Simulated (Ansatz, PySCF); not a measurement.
C₃H₄O₂Si, SMILES O=C1C=C[SiH2]O1.

Geometry: PBE-D3(BJ)/def2-SVP. The structure was generated by enumeration, and PubChem lists no compound with its InChIKey, so it may never have been made.

Vertical ionisation energy (IE) and electron affinity (EA) in eV. Rows of orbital energies are one-electron estimates. Where ΔSCF, EOM or ADC give a negative EA the extra electron is unbound and the value depends on the basis.

```tsv
level	IE	EA
−ε(HOMO), −ε(LUMO), r2SCAN/def2-TZVP (PySCF)	6.91	2.89
−ε(HOMO), −ε(LUMO), PBE/def2-TZVP (PySCF)	6.58	3.00
ΔSCF, CAM-B3LYP/def2-SVPD (Ansatz), final states of multiplicity 2 and 2	10.59	0.22
ΔSCF, PBE/def2-SVPD (Ansatz), final states of multiplicity 2 and 2	(withheld)	(withheld)
```

### Question
Fill in the missing entries. (The exact figures need the calculation; the answer reports its results.)

### Answer

- ΔSCF, PBE/def2-SVPD (Ansatz, a first-principles code), final states of multiplicity 2 and 2, IE: 10.19
- ΔSCF, PBE/def2-SVPD (Ansatz), final states of multiplicity 2 and 2, EA: 0.22

### Question
What vertical singlet–triplet gap does ΔSCF give with CAM-B3LYP/def2-SVPD (Ansatz) and with PBE/def2-SVPD (Ansatz)? (An estimate is asked for; the answer gives what the named calculation found.)

### Answer
3.81 and 3.75 eV (triplet above singlet where positive).
